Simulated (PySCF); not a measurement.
CH₁₀FNSi₃, SMILES C[SiH2][Si@@H](N)[SiH2]F.

Coordinates come from a PBE-D3(BJ)/def2-SVP optimisation. The structure was generated by enumeration; whether it is a known compound was not checked. One conformer was computed; it need not be the lowest.

Computed with PySCF with TDA-CAM-B3LYP/def2-SVPD.

Vertical excitations. 

Computed lowest excited states:
```
state  energy (eV)  λ (nm)      f                                                                main pairs
-----  -----------  ------  -----  ------------------------------------------------------------------------
S1            5.63     220  0.006                                          HOMO→LUMO 74 %, HOMO−1→LUMO 15 %
S2            5.84     212  0.061                                          HOMO−1→LUMO 77 %, HOMO→LUMO 12 %
S3            6.58     188  0.015                    HOMO→LUMO+1 47 %, HOMO−1→LUMO+1 25 %, HOMO−2→LUMO 10 %
S4            6.76     183  0.013                                      HOMO−1→LUMO+1 51 %, HOMO→LUMO+1 32 %
S5            7.05     176  0.007                                        HOMO→LUMO+3 41 %, HOMO−2→LUMO 32 %
S6            7.18     173  0.031  HOMO−2→LUMO 38 %, HOMO→LUMO+2 20 %, HOMO→LUMO+3 12 %, HOMO−1→LUMO+1 11 %
T1            5.02     247      0                                                          HOMO−1→LUMO 89 %
T2            5.26     236      0                                                            HOMO→LUMO 83 %
```
Triplets are in the Tamm–Dancoff approximation.
